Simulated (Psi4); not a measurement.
C$_{2}$H$_{6}$OTe, singlet, geometry from GFN2-xTB (core potentials on Te); PBE/def2-QZVPP (Psi4).

The Psi4 input:
```
memory 2 GB

molecule {
0 1
  Te   -0.24096891   -0.13383960    0.53335021
  C    -1.22318747    1.47675859   -0.52765665
  H    -2.06445686    1.79963104    0.07132246
  H    -1.57376486    1.13899219   -1.49614966
  H    -0.52193490    2.29274232   -0.64959130
  O     1.41398414   -0.07959604   -0.59109691
  C     1.40510652   -0.67169820   -1.85919102
  H     0.67547815   -0.20375578   -2.52595094
  H     2.40406409   -0.51575564   -2.27052128
  H     1.20761061   -1.74578898   -1.81345913
}

set basis def2-qzvpp

energy('pbe')
print_variables()
```

Output, abridged:

```
   => Loading Basis Set <=

    Name: DEF2-QZVPP
    Role: ORBITAL
    Keyword: BASIS

    !!!  WARNING: ECP capability is in beta. Please check occupations closely.  !!!

         ---------------------------------------------------------
                                   SCF
               by Justin Turney, Rob Parrish, Andy Simmonett
                          and Daniel G. A. Smith
                              RKS Reference
         ---------------------------------------------------------

  ==> Geometry <==

    Molecular point group: c1
    Full point group: C1

    Geometry (in Angstrom), charge = 0, multiplicity = 1:

       Center              X                  Y                   Z               Mass
    ------------   -----------------  -----------------  -----------------  -----------------
         TE          -0.204732160775    -0.098537742156     0.405832544539   129.906222748000
         C           -1.186950720775     1.512060447844    -0.655174315461    12.000000000000
         H           -2.028220110775     1.834932897844    -0.056195205461     1.007825032230
         H           -1.537528110775     1.174294047844    -1.623667325461     1.007825032230
         H           -0.485698150775     2.328044177844    -0.777108965461     1.007825032230
         O            1.450220889225    -0.044294182156    -0.718614575461    15.994914619570
         C            1.441343269225    -0.636396342156    -1.986708685461    12.000000000000
         H            0.711714899225    -0.168453922156    -2.653468605461     1.007825032230
         H            2.440300839225    -0.480453782156    -2.398038945461     1.007825032230
         H            1.243847359225    -1.710487122156    -1.940976795461     1.007825032230

  Running in c1 symmetry.

  Rotational constants: A =      0.21304  B =      0.09568  C =      0.07187 [cm^-1]
  Rotational constants: A =   6386.86758  B =   2868.56157  C =   2154.64798 [MHz]
  Nuclear repulsion =  203.919804541273635

  Charge       = 0
  Multiplicity = 1
  Electrons    = 50
  Nalpha       = 25
  Nbeta        = 25

  ==> Algorithm <==

  SCF Algorithm Type is DF.
  DIIS enabled.
  MOM disabled.
  Fractional occupation disabled.
  Guess Type is SAD.
  Energy threshold   = 1.00e-06
  Density threshold  = 1.00e-06
  Integral threshold = 1.00e-12

  ==> Primary Basis <==

  Basis Set: DEF2-QZVPP
    Blend: DEF2-QZVPP
    Number of shells: 133
    Number of basis functions: 433
    Number of Cartesian functions: 530
[...]
   @DF-RKS iter   5:  -422.91952623262438   -2.89523e-02   2.49114e-04 ADIIS/DIIS
   @DF-RKS iter   6:  -422.92406786212820   -4.54163e-03   9.96913e-05 DIIS
   @DF-RKS iter   7:  -422.92477096075061   -7.03099e-04   2.63645e-05 DIIS
   @DF-RKS iter   8:  -422.92483462666883   -6.36659e-05   9.43890e-06 DIIS
   @DF-RKS iter   9:  -422.92484161218789   -6.98552e-06   2.47453e-06 DIIS
   @DF-RKS iter  10:  -422.92484206574426   -4.53556e-07   5.06685e-07 DIIS
  Energy and wave function converged.

  ==> Post-Iterations <==

   Electrons on quadrature grid:
      Ntotal   =   50.0000750946 ; deviation = 7.509e-05

    Orbital Energies [Eh]
    ---------------------

    Doubly Occupied:

[...]
      25A     -0.180243

    Virtual:

[...]
    Final Occupation by Irrep:
              A
    DOCC [    25 ]
    NA   [    25 ]
    NB   [    25 ]

  @DF-RKS Final Energy:  -422.92484206574426

   => Energetics <=

    Nuclear Repulsion Energy =            203.9198045412736349
    One-Electron Energy =               -1082.9519522837179011
    Two-Electron Energy =                 498.3511616526792523
    DFT Exchange-Correlation Energy =     -42.2438559759792156
    Empirical Dispersion Energy =           0.0000000000000000
    VV10 Nonlocal Energy =                  0.0000000000000000
    Total Energy =                       -422.9248420657442580

Computation Completed

Properties will be evaluated at   0.000000,   0.000000,   0.000000 [a0]

Properties computed using the SCF density matrix

 Multipole Moments:

 ------------------------------------------------------------------------------------
     Multipole            Electronic (a.u.)      Nuclear  (a.u.)        Total (a.u.)
 ------------------------------------------------------------------------------------

 L = 1.  Multiply by 2.5417464519 to convert [e a0] to [Debye]
 Dipole X            :        -16.6924802           16.1741041           -0.5183762
 Dipole Y            :        -10.3063113           10.4173074            0.1109961
 Dipole Z            :         39.9368241          -40.2694768           -0.3326527
 Magnitude           :                                                    0.6258529

 ------------------------------------------------------------------------------------

  Variable Map:
  ----------------------------------------------------------------------------
[...]
  Array Variable Map:
  ----------------------------------------------------------------------------
[...]
[...]
```
